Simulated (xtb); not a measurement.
Cl2H3NOSn, SMILES [Sn]([NH2])([OH])([Cl])[Cl]. All values are semi-empirical tight-binding results from xtb (GFN2-xTB unless named), good for trends rather than for accurate numbers. Coordinates come from a GFN2-xTB optimisation. Other conformers were not sampled.

Optimised geometry:

Bonded distances (Å): N1–Sn2 2.028, N1–H6 1.016, N1–H7 1.016, Sn2–O3 1.971, Sn2–Cl4 2.277, Sn2–Cl5 2.295, O3–H8 0.957. Angles (°): Sn2–N1–H6 109.1, Sn2–N1–H7 110.6, H6–N1–H7 106.5, N1–Sn2–O3 107.4, N1–Sn2–Cl4 110.3, N1–Sn2–Cl5 112.9, O3–Sn2–Cl4 107.2, O3–Sn2–Cl5 108.9, Cl4–Sn2–Cl5 109.9, Sn2–O3–H8 116.4.

For metal compounds this method's bond lengths and energies can be far off.

| Item | Value |
|---|---|
| orbital gap | 3.20 eV |
| zero-point energy | 23.5 kcal/mol |
| G − E(el) at 298.15 K (modified RRHO) | 0.6 kcal/mol |

Computed atomic charges and the Wiberg bond orders between heavy atoms:
charges (e) N1 -0.37, Sn2 0.47, O3 -0.50, Cl4 -0.13, Cl5 -0.16, H6 0.19, H7 0.18, H8 0.31. Bond orders N1–Sn2 0.77, Sn2–O3 0.81, Sn2–Cl4 0.84, Sn2–Cl5 0.82.
